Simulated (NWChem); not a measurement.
Species: C₂H₆OSi; SMILES C1OC[SiH2]1

```xyz
10

C      0.1236    -1.1371     0.4613
O     -0.0923     0.0000     1.3321
C      0.1236     1.1371     0.4613
Si    -0.0322     0.0000    -1.0755
H     -0.6384    -1.9251     0.6426
H      1.1329    -1.5932     0.6073
H      1.1329     1.5932     0.6073
H     -0.6384     1.9251     0.6426
H     -1.3811     0.0000    -1.7440
H      1.0404     0.0000    -2.1343
```
Atoms are numbered in this order, from 1.

Level: PBE-D3(BJ)/def2-SVP (NWChem), optimised geometry, unscaled harmonic frequencies. 

Task: List the harmonic frequencies with IR intensities, and the thermochemistry.

Result: 
```
frequency (cm⁻¹)  IR intensity (km/mol)
----------------  ---------------------
84                                  6.1
398                                 5.0
486                                 0.0
521                                15.9
616                                 0.9
740                                19.4
745                                63.6
801                                18.0
823                                28.1
902                                 4.6
924                               100.9
1018                              122.9
1133                                2.1
1139                                3.5
1179                                1.3
1210                                0.1
1398                                0.2
1425                                1.2
2145                              117.1
2164                              117.7
2918                               69.0
2928                               37.3
3014                               17.1
3014                               24.5
```

```json
{
  "zero_point_energy": "45.3 kcal/mol",
  "thermal correction to the enthalpy at 298.15 K (with zero-point energy)": "49.1 kcal/mol",
  "heat capacity Cv": "18.1 cal/(mol K)",
  "entropy at 298.15 K and 1 atm (symmetry number 1)": "71.4 cal/(mol K)",
  "dipole_moment": "1.37 D"
}
```

Rigid rotor and harmonic oscillator; modes under 100 cm⁻¹ make the entropy uncertain.
